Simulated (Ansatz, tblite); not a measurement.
Spin states of the cluster Zn₂F₂⁺, each relaxed with PBE0-D4/def2-SVP in Ansatz. Electronic energies in the gas phase.

The xTB rows come from tblite. HSE06 is defined as in plane-wave codes, on full-range PBE exchange. Correlated methods freeze 20 core orbitals. The rows differ in basis, and correlated rows in double-zeta sets carry the largest basis error. In CCSD on the charge 1 quartet the largest single amplitude is 0.25, so its Hartree–Fock determinant may place the open shell otherwise than the density functionals do. In the quartet, F3 and F4 lie 1.96 Å apart (atoms count from 1), so these atoms are partly bonded to each other. The structure comes from a short search, and lower isomers may exist.

Doublet geometry (C∞v within 0.1 Å):

```xyz
4

Zn   -0.453    0.705    0.481
Zn    1.317   -2.036   -1.394
F     0.412   -0.608   -0.424
F    -1.276    1.939    1.337
```

Quartet geometry (D2h within 0.1 Å):

```xyz
4

Zn   -1.3849   -0.5655    1.1740
Zn    1.3843    0.5666   -1.1740
F     0.4162   -0.8831    0.0642
F    -0.4156    0.8820   -0.0642
```

⟨S²⟩: doublet 0.75 at PBE0-D4/def2-TZVP (pure 0.75), quartet 3.76 at PBE0-D4/def2-TZVP (pure 3.75).

Only these spin states were relaxed. The quartet has other bonds than the doublet, so the gap mixes isomer and spin.

```
              level  quartet − doublet (kcal/mol)  lowest of these
           GFN1-xTB                          62.6          doublet
           GFN2-xTB                          52.3          doublet
        HF/def2-SVP                          88.1          doublet
       HF/def2-TZVP                          91.7          doublet
   PBE-D4/def2-TZVP                          87.7          doublet
  BLYP-D4/def2-TZVP                          86.7          doublet
r2SCAN-D4/def2-TZVP                          88.2          doublet
  PBE0-D4/def2-TZVP                          92.6          doublet
 HSE06-D4/def2-TZVP                          92.7          doublet
 BHLYP-D4/def2-TZVP                          96.2          doublet
  ωB97X-V/def2-TZVP                          98.9          doublet
  RPA@PBE/def2-TZVP                          88.7          doublet
       MP2/def2-SVP                         110.6          doublet
      MP2/def2-TZVP                         121.9          doublet
      CCSD/def2-SVP                          98.9          doublet
   CCSD(T)/def2-SVP                          97.3          doublet
```

Change of the quartet − doublet gap on mixing in exact exchange, in kcal/mol: PBE to PBE0 (25 % exact exchange) 4.9; BLYP to BHLYP (50 % exact exchange) 9.5.

The xTB methods have no spin-polarisation term.
